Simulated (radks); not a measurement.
Valence configurations of La I (all share [Xe]). Calculated with a radial shooting solver on a logarithmic mesh with Libxc functionals: Dirac Kohn-Sham, PBE, spin-unpolarised, spherical densities, finite nucleus; open shells are shared between the two j in proportion to 2j + 1; Fermi nuclear charge, rms radius 4.855 fm. Energies are relative to 5d1 6s2; eigenvalues in eV.

\begin{tabular}{lrrrrrr}
valence & E (eV) & e(4f5/2) & e(4f7/2) & e(5d3/2) & e(5d5/2) & e(6p1/2) \\ \hline
5d1 6s2 & 0.000 & - & - & -3.202 & -3.014 & - \\
5d3 & 1.925 & - & - & -1.531 & -1.388 & - \\
5d2 6s1 & 0.796 & - & - & -2.244 & -2.080 & - \\
5d1 6s1.5 6p0.5 & 1.172 & - & - & -3.650 & -3.457 & -1.740 \\
4f0.5 5d1 6s1 6p0.5 & 1.469 & -1.720 & -1.473 & -2.671 & -2.513 & -1.537 \\
5d1 6s0.5 6p1.5 & 3.589 & - & - & -4.478 & -4.273 & -2.210 \\
5d1 6s1 6p1 & 2.370 & - & - & -4.074 & -3.875 & -1.984 \\
\end{tabular}

NIST lists [Xe] 5d1 6s2 as the ground configuration; this level of theory agrees among the configurations tried. The energies are those of spherical spin-averaged densities, not of single terms. No valid solution was reached for [Xe] 4f1 5d1 6s1; [Xe] 4f1 5d1 6s0.5 6p0.5; [Xe] 4f1.5 6s1 6p0.5.
